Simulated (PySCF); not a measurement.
## A PySCF run on CsI

State: ¹Σ⁺ (singlet), closed shell.

An equivalent input (the run itself took its basis sets from the Basis Set Exchange, started from a PBE0 density and held the occupation σ 7α 7β, πx 4α 4β, πy 4α 4β, δx 1α 1β, δy 1α 1β):

```python
from pyscf import gto, dft
mol = gto.M(atom='Cs 0 0 0; I 0 0 3.336', basis={'Cs': 'def2-TZVPP', 'I': 'def2-TZVPP'}, ecp={'Cs': 'def2-TZVPP', 'I': 'def2-TZVPP'},
            charge=0, spin=0, verbose=4, symmetry='C2v')
mf = dft.UKS(mol, xc='PBEsol')
mf.grids.atom_grid = (80, 434)
mf.grids.prune = dft.gen_grid.treutler_prune
mf.irrep_nelec = {'A1': (8, 8), 'A2': (1, 1), 'B1': (4, 4), 'B2': (4, 4)}
mf.conv_tol = 1e-9
mf.max_cycle = 60
mf.diis_space = 10
mf.kernel()
```

The log (some set-up lines and the per-cycle HOMO/LUMO lines removed):

```
******** <class 'pyscf.dft.uks_symm.SymAdaptedUKS'> ********
method = SymAdaptedUKS
damping factor = 0
level_shift factor = 0
DIIS = <class 'pyscf.scf.diis.CDIIS'>
diis_start_cycle = 1
diis_space = 10
diis_damp = 0
SCF conv_tol = 1e-09
SCF conv_tol_grad = None
SCF max_cycles = 60
number electrons alpha = 17  beta = 17
Set gradient conv threshold to 3.16228e-05
init E= -317.606143259506
cycle= 1 E= -317.607502647458  delta_E= -0.00136  |g|= 0.0365  |ddm|= 0.167
cycle= 2 E= -317.607082073258  delta_E= 0.000421  |g|= 0.0428  |ddm|= 0.105
cycle= 3 E= -317.607869811646  delta_E= -0.000788  |g|= 0.00666  |ddm|= 0.0725
cycle= 4 E= -317.607896258345  delta_E= -2.64e-05  |g|= 0.0013  |ddm|= 0.01
cycle= 5 E= -317.607896870916  delta_E= -6.13e-07  |g|= 0.000178  |ddm|= 0.00177
cycle= 6 E= -317.607896902949  delta_E= -3.2e-08  |g|= 3.01e-05  |ddm|= 0.000451
cycle= 7 E= -317.607896903544  delta_E= -5.95e-10  |g|= 6.14e-06  |ddm|= 3.85e-05
Extra cycle  E= -317.607896903501  delta_E= 4.29e-11  |g|= 1.14e-05  |ddm|= 2.68e-05
converged SCF energy = -317.607896903501  <S^2> = -3.5527137e-15  2S+1 = 1
```

Repeating this along the bond gives Re = 3.289 Å and ωe = 120 cm⁻¹.

A point of this curve took 0.62 CPU seconds beside 1.1 for the integrals (shared host).

Spin–orbit coupling is left out.
